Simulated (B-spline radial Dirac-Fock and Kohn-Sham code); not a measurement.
# 3p3/2 emission of Br³⁺

System: bromine as Br³⁺, [Ar] 3d10 4s2 4p2.

The run's input, task.json:

```json
{"items": [{
  "Z": 35,
  "q": 3,
  "cfg": [[1, 0, 2], [2, 0, 2], [2, 1, 6], [3, 0, 2], [3, 1, 6], [3, 2, 10], [4, 0, 2], [4, 1, 2]],
  "A": 79,
  "rrms": 4.1629,
  "do": ["binding", "quiet", "decay"],
  "holes": ["K", "L1", "L2", "L3", "M1", "M2", "M3", "M4", "M5", "N1"]
}]}
```

Launch: `python xray_run.py task.json out`

Calculated with a radial atomic solver, using one-electron (LDA, Dirac) transition rates at Dirac-Fock energies.

```csv
line,multipole,energy (eV),width (meV),share (%)
M3-M4,E1,116.5,0.0217,8.16
M3-M5,E1,117.5,0.202,75.8
M3-N1,E1,175.6,0.0426,16.0
```

The listed lines hold 100.0 % of the radiative rate. The radiative width is 0.000266 eV in the length form and 0.000217 eV in the velocity form; the two differ because the transition energies are not eigenvalue differences of the potential that gave the orbitals.
